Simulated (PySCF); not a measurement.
SCF from a fresh guess for singlet RuO₂, at the PBE0 minimum. PySCF input:

```python
from pyscf import gto, scf, dft
mol = gto.M(atom='''
Ru     0.000000     0.000000    -0.091188
O      1.613993    -0.000000     0.290481
O     -1.613993     0.000000     0.290481''',
    basis={'Ru': 'def2-TZVP', 'O': 'def2-TZVP'},
    ecp={'Ru': 'def2-TZVP'},
    charge=0, spin=0)
mf = dft.RKS(mol, xc='PBE0')
mf.grids.atom_grid = (50, 194)
aux = {'Ru': 'def2-universal-JKFIT', 'O': 'def2-universal-JKFIT'}
mf = mf.density_fit(auxbasis=aux)
mf.conv_tol = 1e-08
mf.diis_space = 10
mf.max_cycle = 60
mf.init_guess = 'minao'
mf.verbose = 4
mf.kernel()
```

Excerpt of the output (cycles and frontier levels):

```
init E= -237.407618284996
  HOMO = -0.641060264528734  LUMO = -0.533339369940879  gap/eV = 2.93123
cycle= 1 E= -245.025147156752  delta_E= -7.62  |g|= 0.894  |ddm|= 4.46
  HOMO = -0.120509250886173  LUMO = -0.0751531413768198  gap/eV = 1.23420
cycle= 2 E= -244.973489783493  delta_E= 0.0517  |g|= 1.07  |ddm|= 1.24
  HOMO = -0.29360265328552  LUMO = -0.164440743166058  gap/eV = 3.51467
cycle= 3 E= -245.160004083362  delta_E= -0.187  |g|= 0.382  |ddm|= 0.707
  HOMO = -0.278902070214428  LUMO = -0.154723081370729  gap/eV = 3.37908
cycle= 4 E= -245.183867533708  delta_E= -0.0239  |g|= 0.0967  |ddm|= 0.178
  HOMO = -0.281449157977439  LUMO = -0.154667049778208  gap/eV = 3.44992
cycle= 5 E= -245.18540928884  delta_E= -0.00154  |g|= 0.00965  |ddm|= 0.0397
  HOMO = -0.282275180767807  LUMO = -0.155199505775503  gap/eV = 3.45791
cycle= 6 E= -245.185425810823  delta_E= -1.65e-05  |g|= 0.00227  |ddm|= 0.00523
  HOMO = -0.282571427563526  LUMO = -0.155436934079045  gap/eV = 3.45951
cycle= 7 E= -245.18542701044  delta_E= -1.2e-06  |g|= 0.000351  |ddm|= 0.00224
  HOMO = -0.28258755112626  LUMO = -0.155438984950344  gap/eV = 3.45989
cycle= 8 E= -245.185427140769  delta_E= -1.3e-07  |g|= 0.00014  |ddm|= 0.00108
  HOMO = -0.282589822393963  LUMO = -0.155441991365727  gap/eV = 3.45987
cycle= 9 E= -245.185427166564  delta_E= -2.58e-08  |g|= 2.49e-05  |ddm|= 0.000646
  HOMO = -0.282588917120046  LUMO = -0.155441615846186  gap/eV = 3.45985
cycle= 10 E= -245.18542716748  delta_E= -9.16e-10  |g|= 5.98e-06  |ddm|= 0.000136
  HOMO = -0.282588612810982  LUMO = -0.155441431238113  gap/eV = 3.45985
Extra cycle  E= -245.185427167453  delta_E= 2.71e-11  |g|= 1.64e-05  |ddm|= 1.32e-05
converged SCF energy = -245.185427167453
```

No lower solution of this spin was found by a stability analysis within the restricted form, which does not test spin polarisation.

At the minimum of this search the closed-shell solution is unstable towards spin polarisation, so a lower open-shell solution exists.

The search for the lowest solution, with the stability check, took 4.4 s on 2 threads of a shared Arm Neoverse N1 host, with 102 basis functions; the process peaked at 0.32 GiB. Launch command: `OMP_NUM_THREADS=2 python axn.py task.json out`.
